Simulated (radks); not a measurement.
Values are calculated unless marked as measured or tabulated.
Pm LX, configuration [He].

Level of theory: non-relativistic Kohn-Sham, LDA (Slater exchange, Perdew-Wang correlation), spin-unpolarised, spherical densities, point nucleus; relativity is left out, which matters for an element this heavy (a radial shooting solver on a logarithmic mesh with Libxc functionals).

Energy parts (eV):
| part | energy |
|---|---|
| total | -100080.99 |
| kinetic | 100074.22 |
| electron-nucleus | -201323.75 |
| Hartree | 2060.90 |
| exchange-correlation | -892.37 |

Orbitals (lengths in bohr, moments of r in powers of bohr; <r^-3> diverges for s and p1/2):
| orbital | occ. | eigenvalue (eV) | <r^4> | <r^2> | <r^-3> |
|---|---|---|---|---|---|
| 1s | 2 | -49157.65 | 1.681e-06 | 0.0008188 | - |

The highest occupied level is 1s at -49158 eV. For comparison, the ionisation energy in NIST's Atomic Spectra Database is 52144.3 eV (theoretical). In exact Kohn-Sham theory the highest level is minus the ionisation energy, but local and semilocal functionals leave it too shallow, through self-interaction and a potential that decays too fast; potentials with the right tail come closer. Summed over all electrons, <r^2> = 0.001638 bohr^2, which gives a Langevin (diamagnetic) susceptibility term of -0.0013 x 10^-6 cm^3/mol.
